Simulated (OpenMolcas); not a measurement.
Mo4+ (d2) among equal point charges was computed by CASSCF with the d shell active (OpenMolcas, ANO-RCC-VDZP on the metal). Its lowest spin-free states, and all those of the highest spin:

| 2S+1 | Degeneracy | E (cm-1) |
| --- | --- | --- |
| 3 | 2 | 0.0 |
| 3 | 1 | 253.2 |
| 1 | 2 | 11936 |
| 1 | 1 | 12110 |
| 1 | 1 | 12319 |
| 3 | 2 | 12535 |
| 1 | 1 | 12569 |
| 3 | 1 | 12798 |
| 3 | 1 | 23359 |
| 3 | 2 | 24195 |
| 1 | 1 | 24612 |
| 1 | 2 | 26584 |
| 3 | 1 | 26794 |

**Question.** Is the site octahedral, tetrahedral or cube-like, axial, or of lower symmetry?

**Answer.** The states with 2S+1 = 3 have orbital degeneracies 2, 1, 2, 1, 1, 2, 1. There are pairs but no triples, so the site is axial: not cubic, but with a proper or improper axis of order three or more. The run had Mo4+ among 6 point charges of -1.36 e arranged as a tetragonal octahedron (D4h), 1.78 Å from the ion, with the axial distance 1.762 Å.

An orbital doublet at a regular site is open to a Jahn-Teller distortion, which this geometry leaves out. Without dynamic correlation the repulsion within the d shell is too large (B by tens of per cent), so at a given field states of lower spin stand too high. Point charges carry no covalency, so the field is a model and not that of real ligands. No measured value stands beside these numbers.
